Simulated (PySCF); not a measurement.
# Electron correlation in Cl⁻ (chlorine, charge -1)

[Ar], closed-shell 1S. All numbers are calculated (PySCF 2.14, scalar relativity by spin-free X2C-1e, in dyall-av3z). Frozen: [Ne]; 8 electrons correlated; the 26 highest virtual orbitals of each spin left out.

| level | correlation energy (mhartree) |
| --- | --- |
| CCSD | -224.34 |
| (T) | -9.61 |
| CCSD(T) | -233.95 |

Diagnostics: T1 = 0.0062, D1 = 0.0096, largest double amplitude 0.031.

Cost of the coupled-cluster step: about 1.4 core-seconds, for 8 correlated electrons.

Iterations:

```
CC2 = 0
CCSD nocc = 4, nmo = 53
frozen orbitals [0, 1, 2, 3, 4, 58, 59, 60, 61, 62, 63, 64, 65, 66, 67, 68, 69, 70, 71, 72, 73, 74, 75, 76, 77, 78, 79, 80, 81, 82, 83]
max_cycle = 100
direct = 0
conv_tol = 1e-08
conv_tol_normt = 1e-06
diis_space = 8
diis_start_cycle = 0
Init t2, MP2 energy = -461.199875603819  E_corr(MP2) -0.210104102977026
Init E_corr(CCSD) = -0.210104102978994
cycle = 1  E_corr(CCSD) = -0.220360442674839  dE = -0.0102563397  norm(t1,t2) = 0.0262233
cycle = 2  E_corr(CCSD) = -0.223544846014908  dE = -0.00318440334  norm(t1,t2) = 0.00771473
cycle = 3  E_corr(CCSD) = -0.22406148078652  dE = -0.000516634772  norm(t1,t2) = 0.00320145
cycle = 4  E_corr(CCSD) = -0.224371943632473  dE = -0.000310462846  norm(t1,t2) = 0.00113547
cycle = 5  E_corr(CCSD) = -0.224344472892192  dE = 2.74707403e-05  norm(t1,t2) = 0.000370794
cycle = 6  E_corr(CCSD) = -0.224334991681363  dE = 9.48121083e-06  norm(t1,t2) = 6.67992e-05
cycle = 7  E_corr(CCSD) = -0.224337074568779  dE = -2.08288742e-06  norm(t1,t2) = 1.54584e-05
cycle = 8  E_corr(CCSD) = -0.224337376534675  dE = -3.01965895e-07  norm(t1,t2) = 4.08514e-06
cycle = 9  E_corr(CCSD) = -0.224337229841599  dE = 1.46693075e-07  norm(t1,t2) = 8.77852e-07
cycle = 10  E_corr(CCSD) = -0.224337228923808  dE = 9.17791204e-10  norm(t1,t2) = 2.47359e-07
CCSD converged
E(CCSD) = -461.2141087297655  E_corr = -0.2243372289238082
CCSD(T) correction = -0.00961328387227705
```
